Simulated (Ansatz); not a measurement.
`CC1=CC(C)=[O+][B-](C)(O)O1`, relaxed with RKS PBE-D4/def2-SVP in the Gaussian-basis code of Ansatz from a rough embedded geometry. The force threshold is 0.03 eV/Å; the program also tests the step.

Total charge 0; spin multiplicity 1.

Start:

```xyz
21

C    -0.989    2.294   -1.547
C    -0.423    1.043   -0.817
C    -1.177   -0.040   -0.541
C    -0.598   -1.225   -0.028
C    -1.389   -2.475    0.160
O     0.608   -1.251    0.449
B     1.509   -0.019    0.399
C     1.640    0.552    1.869
O     2.807   -0.401   -0.064
O     0.909    1.046   -0.470
H    -1.896    2.625   -0.932
H    -0.258    3.052   -1.578
H    -1.303    1.932   -2.498
H    -2.254   -0.041   -0.832
H    -2.364   -2.231    0.677
H    -1.650   -2.898   -0.856
H    -0.879   -3.264    0.739
H     2.055   -0.218    2.593
H     2.303    1.467    1.905
H     0.624    0.836    2.328
H     2.724   -0.783   -0.957
```

```json
{"step": "1", "energy (eV)": "-13196.2205", "largest force (eV/Å)": "3.995", "largest move (Å)": "0.000"}
{"step": "2", "energy (eV)": "-13196.7358", "largest force (eV/Å)": "1.937", "largest move (Å)": "0.129"}
{"step": "3", "energy (eV)": "-13196.8437", "largest force (eV/Å)": "0.861", "largest move (Å)": "0.070"}
{"step": "4", "energy (eV)": "-13196.8804", "largest force (eV/Å)": "0.281", "largest move (Å)": "0.064"}
{"step": "5", "energy (eV)": "-13196.8840", "largest force (eV/Å)": "0.171", "largest move (Å)": "0.063"}
{"step": "6", "energy (eV)": "-13196.8873", "largest force (eV/Å)": "0.068", "largest move (Å)": "0.020"}
{"step": "7", "energy (eV)": "-13196.8908", "largest force (eV/Å)": "0.038", "largest move (Å)": "0.059"}
{"step": "8 (rejected)", "energy (eV)": "-13196.8838", "largest force (eV/Å)": "0.440", "largest move (Å)": "0.196"}
{"step": "9", "energy (eV)": "-13196.8942", "largest force (eV/Å)": "0.159", "largest move (Å)": "0.098"}
{"step": "10", "energy (eV)": "-13196.8972", "largest force (eV/Å)": "0.217", "largest move (Å)": "0.095"}
{"step": "11", "energy (eV)": "-13196.9008", "largest force (eV/Å)": "0.161", "largest move (Å)": "0.041"}
{"step": "12", "energy (eV)": "-13196.9023", "largest force (eV/Å)": "0.222", "largest move (Å)": "0.200"}
{"step": "13", "energy (eV)": "-13196.9127", "largest force (eV/Å)": "0.104", "largest move (Å)": "0.114"}
{"step": "14", "energy (eV)": "-13196.9139", "largest force (eV/Å)": "0.115", "largest move (Å)": "0.082"}
{"step": "15", "energy (eV)": "-13196.9173", "largest force (eV/Å)": "0.127", "largest move (Å)": "0.072"}
{"step": "16", "energy (eV)": "-13196.9220", "largest force (eV/Å)": "0.047", "largest move (Å)": "0.091"}
{"step": "17 (rejected)", "energy (eV)": "-13196.9220", "largest force (eV/Å)": "0.269", "largest move (Å)": "0.137"}
{"step": "18", "energy (eV)": "-13196.9221", "largest force (eV/Å)": "0.122", "largest move (Å)": "0.069"}
{"step": "19", "energy (eV)": "-13196.9243", "largest force (eV/Å)": "0.174", "largest move (Å)": "0.098"}
{"step": "20", "energy (eV)": "-13196.9250", "largest force (eV/Å)": "0.130", "largest move (Å)": "0.021"}
{"step": "21", "energy (eV)": "-13196.9264", "largest force (eV/Å)": "0.036", "largest move (Å)": "0.007"}
{"step": "22", "energy (eV)": "-13196.9276", "largest force (eV/Å)": "0.020", "largest move (Å)": "0.060"}
{"step": "23 (rejected)", "energy (eV)": "-13196.9170", "largest force (eV/Å)": "0.467", "largest move (Å)": "0.196"}
{"step": "24", "energy (eV)": "-13196.9283", "largest force (eV/Å)": "0.019", "largest move (Å)": "0.045"}
{"step": "25 (rejected)", "energy (eV)": "-13196.9281", "largest force (eV/Å)": "0.158", "largest move (Å)": "0.098"}
{"step": "26", "energy (eV)": "-13196.9289", "largest force (eV/Å)": "0.024", "largest move (Å)": "0.048"}
{"step": "27 (rejected)", "energy (eV)": "-13196.9281", "largest force (eV/Å)": "0.164", "largest move (Å)": "0.049"}
{"step": "28", "energy (eV)": "-13196.9292", "largest force (eV/Å)": "0.014", "largest move (Å)": "0.024"}
```

End:

```xyz
21

C    -0.964    2.275   -1.457
C    -0.422    1.061   -0.762
C    -1.253    0.010   -0.330
C    -0.651   -1.205    0.051
C    -1.444   -2.461    0.259
O     0.626   -1.320    0.195
B     1.581   -0.060    0.277
C     1.615    0.475    1.783
O     2.831   -0.382   -0.270
O     0.861    1.013   -0.639
H    -2.069    2.278   -1.499
H    -0.605    3.187   -0.938
H    -0.558    2.319   -2.489
H    -2.341    0.076   -0.451
H    -2.522   -2.320    0.059
H    -1.045   -3.261   -0.398
H    -1.304   -2.812    1.302
H     2.068   -0.284    2.454
H     2.237    1.392    1.855
H     0.608    0.720    2.183
H     2.750   -0.701   -1.185
```

Run time 29 s (4 threads of an AMD EPYC 7R13 on a shared host and a share of an NVIDIA H100 80 GB); peak host memory 0.83 GiB.
